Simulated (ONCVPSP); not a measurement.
# PBEsol ONCV dataset for beryllium, scalar-relativistic all-electron reference.

Input for ONCVPSP 4.0.1:

```
# ATOM AND REFERENCE CONFIGURATION
# atsym  z   nc   nv     iexc    psfile
  Be 4.00    1    1  -116133      upf
#
#   n    l    f
    1    0    2.00
    2    0    1.50
#
# PSEUDOPOTENTIAL AND OPTIMIZATION
# lmax
    1
#
#   l,   rc,      ep,       ncon, nbas, qcut
    0    2.25    0.00    4    7    2.40
    1    2.40    0.38    4    9    2.70
#
# LOCAL POTENTIAL
# lloc, lpopt,  rc(5),   dvloc0
    4    5    1.85    0.00
#
# VANDERBILT-KLEINMAN-BYLANDER PROJECTORs
# l, nproj, debl
    0    2    1.00
    1    1    3.10
#
# MODEL CORE CHARGE
# icmod, fcfact, rcfact
    1    0.30    0.00
#
# LOG DERIVATIVE ANALYSIS
# epsh1, epsh2, depsh
   -2.00    5.00    0.02
#
# OUTPUT GRID
# rlmax, drl
    6.00    0.01
#
# TEST CONFIGURATIONS
# ncnf
    4
# nvcnf
#   n    l    f
    1
    2    0    2.00
#
    1
    2    0    1.00
#
    2
    2    0    1.00
    2    1    1.00
#
    2
    2    0    0.00
    2    1    2.00
#
```

Command:

```bash
oncvpsp.x < Be.dat > Be.out
```

Resulting log (shortened: citation, most of the input echo, consistency checks and plot data are left out):

```
ONCVPSP  (Optimized Norm-Conservinng Vanderbilt PSeudopotential)
scalar-relativistic version 4.0.1

#   n    l    f        energy (Ha)
    1    0    2.00    -4.0719652E+00
    2    0    1.50    -3.4566437E-01

Reference configufation results
  iterations    23
  all-electron total energy (Ha)   -1.43984237D+01

Begin loop to  construct optimized pseudo wave functions
and semi-local pseudopoentials for all angular momenta

   Wellstate for l =  0  n =  3
     eigenvalue =   0.6543
     asymptotic potential =   1.1543
     half-point radius =  3.5946

Calculating optimized projector #   1

 for l=   0

    Fraction of norm inside rc  0.487999
    Optimizing pswf for qcut=   2.41 a_B^-1,  ecut=   2.90 Ha
    Residual kinetic energy error=  3.35D-03 Ha

    Energy error per electron        Cutoff
         Ha          eV             Ha
         0.01000     0.27211        0.97
         0.00100     0.02721        8.03
         0.00010     0.00272       21.36
         0.00001     0.00027       25.82

Calculating optimized projector #   2

 for l=   0

    Fraction of norm inside rc  0.269425
    Optimizing pswf for qcut=   2.41 a_B^-1,  ecut=   2.90 Ha
    Residual kinetic energy error=  2.89D-02 Ha

    Energy error per electron        Cutoff
         Ha          eV             Ha
         0.01000     0.27211        3.85
         0.00100     0.02721        9.26
         0.00010     0.00272       22.39
         0.00001     0.00027       27.16

WARNING wellstate: moderately localized bound state found for n= 2 l=  1
WARNING scattering state with energy  0.05000000
WARNING will be used for the first projector

   Wellstate for l =  1  n =  3
     eigenvalue =   0.0500
     asymptotic potential =   0.5500
     half-point radius = 10.7836

Calculating optimized projector #   1

 for l=   1

    Fraction of norm inside rc  0.154774
    Optimizing pswf for qcut=   2.70 a_B^-1,  ecut=   3.65 Ha
    Residual kinetic energy error=  4.20D-03 Ha

    Energy error per electron        Cutoff
         Ha          eV             Ha
         0.01000     0.27211        2.89
         0.00100     0.02721        8.62
         0.00010     0.00272       42.69
         0.00001     0.00027       49.86

Construct Vanderbilt / Kleinmman-Bylander projectors

B matrix Hermiticity error, ll=   0
   1   2    2.7005E-05

  Orthonormal projector coefficients  2.4465E+00  8.4399E-01

Model core correction analysis
  based on d2Exc/dn_idn_j

d2excae - all-electron derivatives

   -3.567111D-02

d2excps - pseudofunction derivatives with no core correction

   -3.755837D-02

rms 2nd derivative error    1.887258E-03

Polynomial model core charge

d2excps - pseudofunction derivatives with core correction

   -3.516762D-02

rms 2nd derivative error    5.034908E-04

Pseudoatom total energy   -0.863994

Diagnostic tests using Vanderbilt-Kleinman-Bylander pseudopotentials
  1 or more projectors used as specified by nproj input data

   l    rcore       rmatch      e in        delta e   norm test  slope test

   0   2.2623066   2.3309951  -0.3456644  -0.0000008   1.0000106   1.0000189
   0   2.2623066   2.3309951   0.6543356   0.0000003   1.0000615   1.0000615

   1   2.4017691   2.4746921   0.0500000   0.0000001   1.0000002   1.0000002

 Testing for bound ghosts
   n   l    E NL Schr. Eq   E Basis Diag.   E Cutoff

   1   0       -0.345665       -0.343790     36.55

   2   1       -0.203828       -0.200198     52.84

 Testing for highly-localized positive-energy ghosts
       l    <radius>/rc     E Basis Diag.   E Cutoff

Test configuration 0

   n   l     f        eae           eps        diff
   1   0  2.0000   -4.07196523
   2   0  1.5000   -0.34566437   -0.34566513   -7.63D-07

    Total energies and differences
      AE_ref= -1.43984237D+01  AE_tst= -1.43984237D+01  dif=  0.00D+00
      PS_ref= -8.63994359D-01  PS_tst= -8.63994359D-01  dif= -4.44D-16
      PSP excitation error=  4.44D-16

Test configuration 1

   n   l     f        eae           eps        diff
   1   0  2.0000   -3.87537489
   2   0  2.0000   -0.20371151   -0.20363711    7.44D-05

    Total energies and differences
      AE_ref= -1.43984237D+01  AE_tst= -1.45351781D+01  dif= -1.37D-01
      PS_ref= -8.63994359D-01  PS_tst= -1.00072466D+00  dif= -1.37D-01
      PSP excitation error= -2.41D-05

Test configuration 2

   n   l     f        eae           eps        diff
   1   0  2.0000   -4.29861932
   2   0  1.0000   -0.49894035   -0.49931338   -3.73D-04

    Total energies and differences
      AE_ref= -1.43984237D+01  AE_tst= -1.41876154D+01  dif=  2.11D-01
      PS_ref= -8.63994359D-01  PS_tst= -6.53111174D-01  dif=  2.11D-01
      PSP excitation error= -7.49D-05

Test configuration 3

   n   l     f        eae           eps        diff
   1   0  2.0000   -3.92792594
   2   0  1.0000   -0.22436276   -0.22518131   -8.19D-04
   2   1  1.0000   -0.09171617   -0.09118842    5.28D-04

    Total energies and differences
      AE_ref= -1.43984237D+01  AE_tst= -1.44031019D+01  dif= -4.68D-03
      PS_ref= -8.63994359D-01  PS_tst= -8.67575118D-01  dif= -3.58D-03
      PSP excitation error= -1.10D-03

Test configuration 4

   n   l     f        eae           eps        diff
   1   0  2.0000   -3.97322326
   2   1  2.0000   -0.10694245   -0.10669229    2.50D-04

    Total energies and differences
      AE_ref= -1.43984237D+01  AE_tst= -1.42701580D+01  dif=  1.28D-01
      PS_ref= -8.63994359D-01  PS_tst= -7.33041233D-01  dif=  1.31D-01
      PSP excitation error= -2.69D-03
```

The run took about 1.8 s on one core of a shared server CPU.
